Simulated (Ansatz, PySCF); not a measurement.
Cl₃Fe, SMILES [Cl][Fe-]([Cl])[Cl] (connectivity only; charge and spin as stated), charge -1, multiplicity 5. Atoms are numbered in the order given.

```xyz
4

Fe     0.0000     0.0000     0.0331
Cl     1.9572    -1.1300     0.0330
Cl     0.0000     2.2601     0.0330
Cl    -1.9572    -1.1300     0.0330
```
Charge -1, spin multiplicity 5.

Coordinates come from a PBE0-D3(BJ)/def2-SVPD optimisation. The multiplicity is an assumed one; other spin states were not compared.

Two levels are set side by side: PBE-D3(BJ)/def2-SVPD (Ansatz, a quantum-chemistry and plane-wave program) and PBE0-D3(BJ)/def2-SVPD (Ansatz). Each level has its own optimised geometry; the coordinates shown are those of the second. Frequencies come from the Hessian of PySCF at each geometry. Differences are taken from unrounded values.

```csv
quantity,PBE0-D3(BJ),PBE-D3(BJ),PBE-D3(BJ) minus PBE0-D3(BJ)
mean bond length (Å),2.260,2.243,-0.018
bond Fe1–Cl2 (Å),2.260,2.243,-0.018
bond Fe1–Cl3 (Å),2.260,2.243,-0.018
bond Fe1–Cl4 (Å),2.260,2.243,-0.018
highest harmonic wavenumber (cm⁻¹),361,354,-7
mean harmonic wavenumber (cm⁻¹),217,212,-5
zero-point energy (kcal/mol),1.86,1.82,-0.04
```
